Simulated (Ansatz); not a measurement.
Stepwise reaction of `NB(N)F` with hydrogen sulfide, as a gas-phase model of exchange steps in deposition or etching. ΔE in kJ/mol.

Computed with Ansatz on PBE0-D4/def2-TZVP structures; ΔE is electronic, products minus reactants. CCSD(T)/CBS adds triple-zeta CCSD(T) − MP2 to the extrapolated MP2 energy (def2 sets, frozen cores). This one scheme is used for every species. DFT in def2-TZVPP. B3LYP here is the variant with VWN-RPA as its local correlation; programs differ in this. One conformer a species, not always the lowest.

| step | reaction | PBE-D4 | B3LYP-D4 | ωB97M-V | CCSD(T)/CBS |
| --- | --- | --- | --- | --- | --- |
| 2 | `NB(F)S` + H₂S → `FB(S)S` + NH₃ | 38.9 | 48.9 | 49.7 | 46.0 |

Question: Give the row of step 1, `NB(N)F` + H₂S → `NB(F)S` + NH₃. (Best estimate.)

Answer: Computed: 
| step | reaction | PBE-D4 | B3LYP-D4 | ωB97M-V | CCSD(T)/CBS |
| --- | --- | --- | --- | --- | --- |
| 1 | `NB(N)F` + H₂S → `NB(F)S` + NH₃ | 23.9 | 33.5 | 33.3 | 31.1 |

Question: By hand: ΔE of the 2 steps together at CCSD(T)/CBS.

Answer: (31.1) + (46.0) = 77.1 kJ/mol, or 38.5 kJ/mol a step.

In ΔE each step is higher than the one before. All are uphill at CCSD(T)/CBS. PBE-D4 differs from CCSD(T)/CBS by -7.2 to -7.1 kJ/mol a step. Isolated molecules leave out the surface, adducts and barriers. Largest T1 diagnostic: 0.013.
